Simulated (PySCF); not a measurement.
InCl2I, SMILES [Cl][In]([Cl])[I].

Geometry: B3LYP-D3(BJ)/def2-SVP. The def2 effective core potentials stand for the cores of I, In; spin–orbit coupling is left out.

These are HF/def2-TZVP (PySCF) values and carry that method's errors.

The molecule is in vacuum.

Computed frontier levels, gap, dipole moment and polarisability:
The highest occupied level is -10.84 eV and the lowest empty level is 0.08 eV. The orbital gap is 10.91 eV and the dipole moment is 1.35 D. The quadrupole, principal values (traceless, Buckingham form, about the centre of nuclear charge) comes out as -7.62, -3.13, 10.75 D·Å. The mean static polarisability is 86.2 bohr³ (12.77 Å³) and the polarisability, principal values is 59.2, 88.1, 111.3 bohr³.
